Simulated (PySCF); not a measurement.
Mn⁺: ionisation energy

Mn⁺ [Ar] 3d5 4s1 [3d3/2^4 3d5/2^1 4s1/2^1, M_J = 3] → Mn²⁺ [Ar] 3d5 [3d3/2^4 3d5/2^1, M_J = 5/2], as a difference of total energies. All numbers are calculated (PySCF 2.14, the two-component X2C-1e Hamiltonian, in x2c-SVPall-2c). Correlated levels: [Ne] frozen; the 6 highest virtual spinors dropped. "Screened" scales the spin-orbit matrix elements by Boettger's factors to mimic the two-electron term; Breit and QED terms are absent.

```
                    method  ionisation energy (eV)
 GHF (screened spin-orbit)                  14.797
GMP2 (screened spin-orbit)                  15.199
```

How much does correlation contribute at GMP2 (screened spin-orbit)?

15.199 − (14.797) = 0.402 eV, measured against GHF (screened spin-orbit).

Errors of the correlated levels include the incompleteness of this basis and the frozen core.

The labels give the starting determinants; with spin-orbit coupling the two ends relaxed to ⟨J²⟩ = 12.00, ⟨L²⟩ = 0.00, ⟨S²⟩ = 12.00 and ⟨J²⟩ = 8.75, ⟨L²⟩ = 0.00, ⟨S²⟩ = 8.75.

For comparison: 15.640 eV (measured; NIST Atomic Spectra Database, ionization energies).
